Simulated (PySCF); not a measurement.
Vertical excitations of a molecule C₄H₁₃NSi from TDA-ωB97X/def2-SVPD run with PySCF 2.14.0, as energy in eV (oscillator strength): 6.42 (0.004), 7.35 (0.044), 7.63 (0.007), 7.68 (0.002), 8.06 (0.116), 8.17 (0.017). Lowest triplet (TDA): 6.28 eV. The structure is a stationary point at PBE-D3(BJ)/def2-SVP. Other conformers were not sampled.

**Question.** Which molecule gave these data?
A. C[SiH2]NC(C)C
B. CCCNC[SiH3]
C. CC[Si@@H](C)CN
D. C[C@@H](N)[SiH](C)C

**Answer.** B, CCCNC[SiH3]
